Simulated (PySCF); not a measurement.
Structure with atom numbers: `[CH2:1]=[CH:2][c:3]1[p:4][c:5]([CH:6]=[CH2:7])[c:8]([SiH3:9])[p-:10]1`; H(Xn) means a hydrogen on atom n. Ha(C1) is cis to C3; Ha(C7) is cis to C5; Hb(C1) is trans to C3; Hb(C7) is trans to C5.

Geometry: PBE0-D3(BJ)/def2-SVP; GIAO shifts from PySCF 2.14.0 with density-fitted response routines, gas phase, non-relativistic, averaged over equivalent atoms.

At PBE0/pcSseg-1 (236 basis functions, 53 s wall time on 1 thread of an Arm Neoverse V2, shared host):
```tsv
atoms	δ (ppm)
C3	191.2
C5	171.5
C2	149.8
C6	149.6
C8	146.4
C7	101.5
C1	100.0
P4	232.3
P10	211.0
Si9	-88.9
H(C2)	7.11
H(C6)	6.90
Ha(C1)	5.79
Ha(C7)	5.73
H(Si9)	4.51
Hb(C7)	4.31
Hb(C1)	4.18
```

δ = σ(ref) − σ, references computed at the same level: ¹³C (σ = 184.41 ppm), ²⁹Si (σ = 351.99 ppm), ¹H (σ = 31.27 ppm) vs TMS; ³¹P (σ = 310.13 ppm) against H3PO4.

**Question.** What do these become at HF/pcSseg-1?

**Answer.** 
```tsv
atoms	δ at HF/pcSseg-1	change
C3	206.4	+15.2
C5	174.5	+3.0
C2	152.9	+3.1
C6	152.7	+3.1
C8	152.7	+6.3
C7	102.4	+0.9
C1	100.8	+0.8
P4	245.9	+13.6
P10	220.2	+9.2
Si9	-74.3	+14.6
H(C2)	7.06	-0.05
H(C6)	6.92	+0.02
Ha(C1)	5.93	+0.14
Ha(C7)	5.87	+0.14
H(Si9)	4.23	-0.28
Hb(C7)	4.33	+0.02
Hb(C1)	4.16	-0.02
```

Referencing at the same level of theory: ¹³C (σref 190.85), ²⁹Si (σref 393.43), ¹H (σref 31.69) against TMS; H3PO4 for ³¹P (σref 356.22).

The largest change is at C3 (substituted aromatic carbon). Cost: 236 basis functions, 26 s wall time on 1 thread of an Arm Neoverse V2, shared host. The order of the carbon signals changes between the two levels.

Experimental scales use liquid or dissolved standards, which lie at an offset from isolated H3PO4.
